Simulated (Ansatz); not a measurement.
Born–Oppenheimer molecular dynamics of C3H11NSi (16 atoms, charge 0, multiplicity 1). It starts from a relaxed structure.

These are results of RHF/STO-3G (Ansatz), not measurements.

```yaml
ensemble: NVE (Milne-controlled integrator)
time_step: 0.5 fs
steps_asked: 150
starting_velocities_drawn_for: 400 K
seed: 969346
```

Frames 1 fs apart, positions in Å, forces in eV/Å.

Velocities at 30 fs (Å/ps):

```
Si 2.78 -3.85 2.02
N 0.46 2.15 -2.12
C -1.56 -3.03 -4.17
H -7.54 3.81 10.26
H 10.37 0.12 -1.64
H -11.08 -9.62 -6.92
C 0.89 1.24 -3.88
H -2.01 17.70 6.40
H 0.09 17.69 22.70
H 7.46 -13.86 14.57
H 10.22 4.89 5.47
H -25.33 25.28 -5.10
C -5.56 6.49 1.64
H 9.85 -13.04 -7.28
H -10.11 -0.33 4.82
H 8.38 -11.29 6.47
```

```xyz
16
Properties=species:S:1:pos:R:3:forces:R:3 time_fs=30 energy_less_start_eV=0.375 T=193
Si 0.014 -0.048 0.070 -1.09 1.38 -0.63
N 0.223 -0.413 1.747 0.22 0.07 2.02
C -1.035 -0.586 2.512 -0.86 -0.97 -1.16
H -1.655 -1.382 2.069 0.62 0.19 0.33
H -0.831 -0.870 3.535 0.09 0.11 0.33
H -1.687 0.285 2.488 0.15 0.53 0.39
C 1.125 0.447 2.548 -0.78 1.64 -2.11
H 1.232 0.152 3.539 0.20 -1.56 2.24
H 2.102 0.496 2.109 0.71 -0.05 -0.42
H 0.760 1.474 2.645 -0.03 0.14 -0.41
H 1.266 0.026 -0.594 0.13 0.02 0.08
H -0.722 1.220 -0.132 0.83 -1.11 0.24
C -1.028 -1.412 -0.589 -1.82 0.19 0.04
H -1.922 -1.616 0.025 0.68 0.68 -0.63
H -1.376 -1.149 -1.589 0.20 -0.55 0.24
H -0.517 -2.344 -0.585 0.73 -0.72 -0.56
16
Properties=species:S:1:pos:R:3:forces:R:3 time_fs=31 energy_less_start_eV=0.426 T=164
Si 0.016 -0.051 0.072 -1.37 2.14 -0.91
N 0.224 -0.410 1.746 0.18 -0.01 1.98
C -1.037 -0.589 2.507 -0.56 -0.57 -0.60
H -1.660 -1.378 2.081 0.49 -0.20 0.06
H -0.820 -0.869 3.534 -0.04 0.18 0.10
H -1.697 0.278 2.483 0.27 0.51 0.42
C 1.125 0.449 2.543 -0.73 0.99 -0.72
H 1.231 0.163 3.555 0.10 -1.45 1.31
H 2.106 0.513 2.129 0.93 -0.15 -0.68
H 0.767 1.462 2.658 -0.33 0.76 -0.53
H 1.277 0.031 -0.588 -0.04 -0.02 0.13
H -0.742 1.239 -0.136 1.23 -1.68 0.34
C -1.035 -1.406 -0.588 -0.51 -1.04 -0.20
H -1.910 -1.626 0.016 0.04 0.66 -0.13
H -1.385 -1.152 -1.584 0.18 -0.46 0.03
H -0.506 -2.357 -0.581 0.16 0.34 -0.62
16
Properties=species:S:1:pos:R:3:forces:R:3 time_fs=32 energy_less_start_eV=0.478 T=136
Si 0.018 -0.054 0.074 -1.43 2.46 -1.09
N 0.224 -0.408 1.746 0.12 -0.10 1.82
C -1.039 -0.593 2.502 -0.19 0.01 0.09
H -1.660 -1.376 2.093 0.25 -0.64 -0.24
H -0.810 -0.867 3.535 -0.17 0.24 -0.15
H -1.705 0.276 2.482 0.40 0.37 0.40
C 1.125 0.451 2.538 -0.22 0.34 1.05
H 1.231 0.159 3.583 -0.05 -1.03 -0.25
H 2.118 0.529 2.143 0.66 -0.28 -0.70
H 0.770 1.457 2.665 -0.51 1.10 -0.56
H 1.287 0.036 -0.581 -0.19 -0.06 0.16
H -0.751 1.242 -0.136 1.38 -1.85 0.38
C -1.041 -1.400 -0.586 0.91 -1.94 -0.52
H -1.897 -1.630 0.005 -0.73 0.50 0.47
H -1.393 -1.159 -1.578 0.12 -0.31 -0.25
H -0.494 -2.367 -0.583 -0.36 1.17 -0.60
16
Properties=species:S:1:pos:R:3:forces:R:3 time_fs=33 energy_less_start_eV=0.502 T=123
Si 0.020 -0.056 0.075 -1.29 2.34 -1.14
N 0.225 -0.406 1.747 0.06 -0.18 1.57
C -1.041 -0.597 2.497 0.14 0.54 0.67
H -1.657 -1.380 2.103 0.04 -0.91 -0.46
H -0.801 -0.862 3.534 -0.27 0.25 -0.31
H -1.709 0.277 2.485 0.50 0.17 0.33
C 1.125 0.454 2.534 0.44 0.12 2.37
H 1.230 0.146 3.610 -0.16 -0.55 -1.56
H 2.137 0.542 2.150 0.02 -0.40 -0.56
H 0.769 1.462 2.667 -0.50 0.96 -0.55
H 1.295 0.040 -0.573 -0.29 -0.09 0.16
H -0.747 1.228 -0.133 1.28 -1.61 0.35
C -1.047 -1.396 -0.585 1.83 -2.31 -0.78
H -1.891 -1.628 -0.001 -1.22 0.33 0.89
H -1.399 -1.170 -1.574 0.05 -0.15 -0.46
H -0.484 -2.366 -0.591 -0.64 1.48 -0.51
16
Properties=species:S:1:pos:R:3:forces:R:3 time_fs=34 energy_less_start_eV=0.441 T=156
Si 0.021 -0.057 0.076 -0.97 1.80 -1.04
N 0.226 -0.404 1.749 0.02 -0.26 1.27
C -1.044 -0.600 2.493 0.29 0.76 0.95
H -1.655 -1.392 2.108 0.01 -0.84 -0.50
H -0.795 -0.855 3.530 -0.32 0.19 -0.30
H -1.708 0.280 2.490 0.50 -0.01 0.21
C 1.125 0.457 2.531 0.91 0.35 2.93
H 1.228 0.128 3.621 -0.21 -0.15 -2.19
H 2.156 0.552 2.152 -0.67 -0.50 -0.37
H 0.764 1.476 2.664 -0.30 0.42 -0.51
H 1.301 0.043 -0.562 -0.32 -0.12 0.12
H -0.731 1.198 -0.127 0.93 -0.96 0.24
C -1.051 -1.394 -0.585 1.82 -2.16 -0.83
H -1.897 -1.624 0.000 -1.11 0.27 0.87
H -1.405 -1.181 -1.575 0.02 0.00 -0.49
H -0.481 -2.351 -0.604 -0.62 1.20 -0.36
16
Properties=species:S:1:pos:R:3:forces:R:3 time_fs=35 energy_less_start_eV=0.335 T=215
Si 0.022 -0.058 0.076 -0.49 0.84 -0.80
N 0.227 -0.403 1.752 0.00 -0.32 0.95
C -1.046 -0.603 2.489 0.28 0.63 0.92
H -1.651 -1.412 2.109 0.17 -0.43 -0.37
H -0.792 -0.846 3.524 -0.30 0.07 -0.12
H -1.702 0.283 2.498 0.38 -0.11 0.07
C 1.126 0.461 2.531 0.99 0.78 2.73
H 1.224 0.107 3.612 -0.17 0.11 -2.07
H 2.168 0.556 2.151 -1.12 -0.53 -0.22
H 0.755 1.493 2.656 -0.01 -0.25 -0.42
H 1.304 0.046 -0.551 -0.26 -0.14 0.05
H -0.707 1.160 -0.118 0.34 0.06 0.07
C -1.054 -1.394 -0.585 0.90 -1.52 -0.70
H -1.913 -1.617 0.010 -0.45 0.29 0.44
H -1.410 -1.193 -1.580 0.04 0.13 -0.32
H -0.483 -2.326 -0.620 -0.30 0.38 -0.19
16
Properties=species:S:1:pos:R:3:forces:R:3 time_fs=36 energy_less_start_eV=0.306 T=231
Si 0.023 -0.058 0.077 0.09 -0.38 -0.46
N 0.227 -0.401 1.756 0.00 -0.35 0.61
C -1.048 -0.605 2.486 0.24 0.26 0.70
H -1.647 -1.436 2.106 0.39 0.14 -0.16
H -0.792 -0.837 3.517 -0.24 -0.09 0.17
H -1.693 0.285 2.507 0.16 -0.12 -0.08
C 1.128 0.465 2.533 0.65 1.18 1.81
H 1.219 0.088 3.584 -0.07 0.18 -1.23
H 2.171 0.556 2.147 -1.20 -0.49 -0.16
H 0.747 1.509 2.644 0.25 -0.77 -0.26
H 1.304 0.047 -0.539 -0.13 -0.15 -0.05
H -0.679 1.123 -0.109 -0.39 1.31 -0.14
C -1.057 -1.394 -0.586 -0.42 -0.54 -0.54
H -1.933 -1.607 0.024 0.38 0.32 -0.14
H -1.415 -1.203 -1.588 0.08 0.23 -0.02
H -0.488 -2.297 -0.638 0.21 -0.74 -0.03
16
Properties=species:S:1:pos:R:3:forces:R:3 time_fs=37 energy_less_start_eV=0.385 T=187
Si 0.023 -0.059 0.077 0.54 -1.43 -0.13
N 0.228 -0.400 1.760 0.00 -0.37 0.29
C -1.050 -0.607 2.483 0.30 -0.11 0.51
H -1.638 -1.459 2.102 0.53 0.64 0.04
H -0.794 -0.829 3.511 -0.17 -0.23 0.43
H -1.683 0.286 2.514 -0.11 -0.07 -0.22
C 1.130 0.469 2.537 -0.01 1.40 0.35
H 1.213 0.071 3.545 0.08 0.03 0.17
H 2.162 0.551 2.142 -0.89 -0.39 -0.21
H 0.740 1.517 2.630 0.41 -0.98 -0.04
H 1.303 0.046 -0.528 0.03 -0.15 -0.16
H -0.654 1.098 -0.101 -1.01 2.37 -0.32
C -1.059 -1.395 -0.587 -1.43 0.37 -0.48
H -1.949 -1.594 0.036 1.00 0.26 -0.59
H -1.420 -1.211 -1.596 0.10 0.32 0.26
H -0.491 -2.275 -0.657 0.62 -1.65 0.11
16
Properties=species:S:1:pos:R:3:forces:R:3 time_fs=38 energy_less_start_eV=0.459 T=146
Si 0.024 -0.060 0.077 0.59 -1.78 0.09
N 0.229 -0.399 1.765 0.00 -0.36 -0.01
C -1.051 -0.610 2.481 0.51 -0.30 0.52
H -1.625 -1.475 2.098 0.49 0.89 0.13
H -0.797 -0.822 3.509 -0.13 -0.33 0.53
H -1.673 0.286 2.520 -0.36 -0.01 -0.34
C 1.132 0.475 2.540 -0.81 1.29 -1.13
H 1.207 0.053 3.507 0.25 -0.22 1.64
H 2.144 0.542 2.134 -0.27 -0.26 -0.35
H 0.738 1.517 2.615 0.43 -0.80 0.20
H 1.302 0.044 -0.519 0.18 -0.16 -0.26
H -0.639 1.095 -0.096 -1.20 2.68 -0.38
C -1.063 -1.396 -0.589 -1.56 0.66 -0.56
H -1.956 -1.579 0.043 1.20 0.12 -0.76
H -1.423 -1.217 -1.602 0.09 0.39 0.42
H -0.488 -2.268 -0.674 0.60 -1.81 0.26
16
Properties=species:S:1:pos:R:3:forces:R:3 time_fs=39 energy_less_start_eV=0.430 T=162
Si 0.025 -0.061 0.077 0.19 -1.22 0.13
N 0.230 -0.398 1.769 -0.02 -0.34 -0.25
C -1.052 -0.612 2.480 0.84 -0.20 0.79
H -1.607 -1.484 2.095 0.27 0.83 0.09
H -0.803 -0.819 3.512 -0.13 -0.35 0.42
H -1.667 0.286 2.522 -0.52 -0.01 -0.42
C 1.134 0.483 2.543 -1.43 0.60 -1.84
H 1.204 0.034 3.485 0.36 -0.25 2.36
H 2.124 0.531 2.124 0.42 -0.11 -0.51
H 0.739 1.509 2.602 0.29 -0.25 0.43
H 1.304 0.041 -0.512 0.27 -0.16 -0.32
H -0.635 1.117 -0.095 -0.87 2.04 -0.30
C -1.068 -1.397 -0.591 -0.69 0.24 -0.81
H -1.952 -1.562 0.044 0.92 -0.10 -0.60
H -1.426 -1.218 -1.605 0.04 0.45 0.39
H -0.480 -2.278 -0.689 0.08 -1.15 0.44
16
Properties=species:S:1:pos:R:3:forces:R:3 time_fs=40 energy_less_start_eV=0.362 T=200
Si 0.026 -0.063 0.077 -0.41 -0.10 0.03
N 0.230 -0.397 1.773 -0.06 -0.29 -0.42
C -1.052 -0.615 2.479 1.18 0.19 1.23
H -1.586 -1.485 2.093 -0.09 0.48 -0.07
H -0.809 -0.819 3.519 -0.15 -0.32 0.16
H -1.666 0.286 2.521 -0.56 -0.10 -0.46
C 1.134 0.490 2.545 -1.58 -0.75 -1.46
H 1.204 0.013 3.484 0.39 0.18 1.91
H 2.108 0.519 2.108 0.86 0.01 -0.56
H 0.744 1.499 2.593 0.05 0.50 0.61
H 1.307 0.036 -0.507 0.26 -0.17 -0.32
H -0.640 1.158 -0.096 -0.24 0.81 -0.14
C -1.073 -1.397 -0.593 0.76 -0.45 -1.14
H -1.940 -1.546 0.038 0.25 -0.33 -0.16
H -1.428 -1.215 -1.603 -0.05 0.47 0.21
H -0.472 -2.299 -0.699 -0.61 -0.14 0.59
16
Properties=species:S:1:pos:R:3:forces:R:3 time_fs=41 energy_less_start_eV=0.372 T=194
Si 0.028 -0.065 0.077 -0.88 1.04 -0.13
N 0.231 -0.397 1.777 -0.12 -0.21 -0.50
C -1.052 -0.617 2.479 1.40 0.71 1.66
H -1.566 -1.481 2.090 -0.46 0.01 -0.26
H -0.817 -0.822 3.527 -0.18 -0.25 -0.13
H -1.670 0.284 2.514 -0.49 -0.25 -0.45
C 1.133 0.497 2.545 -1.18 -2.23 -0.54
H 1.208 -0.006 3.500 0.36 0.89 0.74
H 2.100 0.507 2.087 0.84 0.13 -0.40
H 0.748 1.493 2.590 -0.16 1.12 0.69
H 1.313 0.030 -0.506 0.15 -0.17 -0.28
H -0.646 1.206 -0.099 0.38 -0.47 0.02
C -1.078 -1.397 -0.597 2.13 -0.95 -1.39
H -1.925 -1.534 0.031 -0.53 -0.51 0.37
H -1.431 -1.208 -1.599 -0.13 0.46 -0.04
H -0.469 -2.321 -0.704 -1.12 0.69 0.64
```

Of the whole run (75 fs, mean temperature of the second half 203 K): The conserved energy stayed within 0.035 meV per atom of its start (net change -0.0022 meV per atom), so the integration is sound. Over the second half the temperature averaged 0.51 of the 400 K drawn at the start: a run that starts near a minimum puts about half its kinetic energy into the potential. A run of 0.075 ps of so small a system gives no equilibrium averages. Limits of this set-up: minimal basis.

Run time: 2.1 min on 1 thread of Arm Neoverse V2, on a shared host, peak memory 0.086 GiB.
